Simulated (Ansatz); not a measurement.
A nudged elastic band was laid between two geometries of CH5BN2S (10 atoms, charge 0, multiplicity 1).

These are results of Ansatz 0.2.0, RKS PBE-D4/STO-3G, not measurements.

```
movable images  : 5
climbing image  : yes
spring          : 5.0 eV/Å²
optimiser       : quadratic models (default)
start path      : through a guess of the saddle point
force threshold : 0.05 eV/Å
iteration limit : 60
end points      : relaxed
```

Image 0:

```xyz
10
Properties=species:S:1:pos:R:3
N -0.182 0.721 1.422
C 0.149 0.022 0.120
S 1.954 -0.255 -0.121
B -0.998 -0.714 -0.681
N -0.647 0.544 -1.065
H -0.265 -0.075 2.131
H 0.730 1.188 1.736
H 1.795 -1.289 -1.006
H -1.700 -1.621 -0.910
H -0.753 1.429 -1.625
```

Image 6:

```xyz
10
Properties=species:S:1:pos:R:3
N -0.032 0.621 1.285
C 0.067 -0.203 0.014
S 1.675 -1.003 -0.348
B -1.278 -0.708 -0.655
N -0.688 0.411 -1.150
H -0.195 -0.107 2.053
H 0.971 0.932 1.505
H 2.398 0.159 -0.206
H -2.192 -1.432 -0.750
H -0.641 1.278 -1.745
```

Question: What changes between the two ends?

Answer: No bond is made or broken. The dihedral N5–C2–S3–H8 goes from -67 to 88°.

Question: What energy profile does the band end with?

Answer: The run converged. The highest image is number 3 of 0 to 6, 0.088 eV above the first end and 0.108 eV above the last; the last end lies 0.020 eV below the first. A vibrational analysis at the climbing image gives one clearly imaginary mode, 218i cm⁻¹: a first-order saddle point. Limits of this set-up: minimal basis.

```json
{"image": "0", "path coordinate (Å)": "0.00", "energy (eV)": "0.000", "dihedral N5–C2–S3–H8 (°)": "-67"}
{"image": "1", "path coordinate (Å)": "0.51", "energy (eV)": "0.013", "dihedral N5–C2–S3–H8 (°)": "-43"}
{"image": "2", "path coordinate (Å)": "1.02", "energy (eV)": "0.057", "dihedral N5–C2–S3–H8 (°)": "-16"}
{"image": "3", "path coordinate (Å)": "1.53", "energy (eV)": "0.088", "dihedral N5–C2–S3–H8 (°)": "14"}
{"image": "4", "path coordinate (Å)": "2.02", "energy (eV)": "0.056", "dihedral N5–C2–S3–H8 (°)": "42"}
{"image": "5", "path coordinate (Å)": "2.52", "energy (eV)": "0.001", "dihedral N5–C2–S3–H8 (°)": "68"}
{"image": "6", "path coordinate (Å)": "3.01", "energy (eV)": "-0.020", "dihedral N5–C2–S3–H8 (°)": "88"}
```

Question: What is the geometry of the highest image?

Answer: 
```xyz
10
Properties=species:S:1:pos:R:3
N -0.119 0.777 1.359
C 0.105 -0.130 0.169
S 1.854 -0.738 0.016
B -1.137 -0.783 -0.564
N -0.556 0.325 -1.105
H -0.461 0.126 2.135
H 0.865 1.028 1.699
H 2.027 -0.233 -1.247
H -1.995 -1.568 -0.697
H -0.498 1.146 -1.762
```

Question: What are the harmonic wavenumbers there?

Answer: 218i, 166, 269, 323, 360, 414, 470, 614, 776, 834, 868, 973, 997, 1053, 1081, 1291, 1380, 1594, 1801, 2876, 3072, 3369, 3554, 3590 cm⁻¹.

The run took 2.9 min on 1 thread of Intel(R) Xeon(R) Platinum 8259CL CPU @ 2.50GHz (Skylake/Cascade Lake), on a shared host, peak memory 0.11 GiB.
